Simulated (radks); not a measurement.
All-electron calculation, scalar-relativistic Kohn-Sham, LDA (Slater exchange, VWN5 correlation), spin-unpolarised, spherical densities, finite nucleus; Fermi nuclear charge, rms radius of each element as measured or else 0.836 A^(1/3) + 0.57 fm. Program: a radial shooting solver on a logarithmic mesh with Libxc functionals. Response by self-consistent Sternheimer equations with the Hartree and adiabatic LDA kernel, the relativistic mass of each level held fixed and spin-orbit coupling left out. For heavy and open-shell atoms this level of theory can miss by tens of per cent. Rank Au+, Au3+, Au, Au2+, Au4+, Au6+, Au5+ (NIST ground configurations) by static dipole polarisability, largest first.

Answer. Au 34.11, Au+ 14.24, Au2+ 8.906, Au3+ 6.130, Au4+ 4.462, Au5+ 3.370, Au6+ 2.613 bohr^3.
